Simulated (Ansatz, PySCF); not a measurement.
B(F)(Me)(SeH) (CH₄BFSe), SMILES CB(F)[SeH]. Atoms are numbered in the order given.

```xyz
8

B     -0.1192    -0.9352     0.0000
F     -1.3708    -1.3897     0.0000
C      1.0616    -1.9577     0.0000
H      0.9684    -2.6144    -0.8818
H      2.0631    -1.5098     0.0000
H      0.9684    -2.6144     0.8818
Se     0.0408     1.0060     0.0000
H      1.5094     1.0061     0.0000
```
Charge 0, spin multiplicity 1.

The structure is a stationary point at PBE0-D3(BJ)/def2-SVP. This is a generated structure with no PubChem entry under its InChIKey; it may be hypothetical. Other conformers were not sampled.

Two levels are set side by side: PBE-D3(BJ)/def2-SVP (Ansatz, a quantum-chemistry and plane-wave program) and PBE0-D3(BJ)/def2-SVP (Ansatz). Each level has its own optimised geometry; the coordinates shown are those of the second. Frequencies come from the Hessian of PySCF at each geometry. Differences are taken from unrounded values.

```
quantity                            PBE0-D3(BJ)
----------------------------------  -----------
mean bond length (Å)                      1.373
bond B1–F2 (Å)                            1.332
bond B1–C3 (Å)                            1.562
bond B1–Se7 (Å)                           1.948
bond C3–H4 (Å)                            1.103
bond C3–H5 (Å)                            1.097
bond C3–H6 (Å)                            1.103
bond Se7–H8 (Å)                           1.469
highest harmonic wavenumber (cm⁻¹)         3187
mean harmonic wavenumber (cm⁻¹)            1267
zero-point energy (kcal/mol)              32.60
```

**Question.** What does PBE-D3(BJ) give, and how far is it from PBE0-D3(BJ)? (An estimate is asked for; the answer gives what the named calculation found.)

**Answer.** 
| quantity | PBE-D3(BJ) | PBE-D3(BJ) minus PBE0-D3(BJ) |
|---|---|---|
| mean bond length (Å) | 1.384 | 0.010 |
| bond B1–F2 (Å) | 1.344 | 0.012 |
| bond B1–C3 (Å) | 1.568 | 0.007 |
| bond B1–Se7 (Å) | 1.961 | 0.013 |
| bond C3–H4 (Å) | 1.112 | 0.008 |
| bond C3–H5 (Å) | 1.105 | 0.008 |
| bond C3–H6 (Å) | 1.112 | 0.008 |
| bond Se7–H8 (Å) | 1.483 | 0.014 |
| highest harmonic wavenumber (cm⁻¹) | 3097 | -90 |
| mean harmonic wavenumber (cm⁻¹) | 1227 | -40 |
| zero-point energy (kcal/mol) | 31.56 | -1.04 |

GGA bonds tend to be longer and softer than those of functionals with exact exchange. Differences between two approximate levels are no errors against the true value.
